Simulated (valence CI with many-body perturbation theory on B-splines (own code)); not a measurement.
Which ion has this spectrum?

A relativistic CI+MBPT calculation for an atom or ion with 6 electrons gives these levels (eV):

```csv
J,Parity,E,g
0,even,0.00,
1,even,212.73,1.49
2,even,227.16,1.18
2,odd,373.42,1.61
1,odd,428.60,1.06
2,even,450.64,1.29
0,even,486.19,
2,odd,575.00,1.52
3,odd,606.13,1.32
0,odd,638.31,
1,odd,650.90,1.29
2,odd,660.99,1.09
1,odd,665.17,1.38
2,even,836.64,1.34
```

The energies are calculated, and their last digits are not significant.

**Question.** Which is it?
A. Ag41+
B. Sb45+
C. In43+
D. Cd42+

**Answer.** C. In43+, ground level (2s^2 2p1/2^2) J=0.
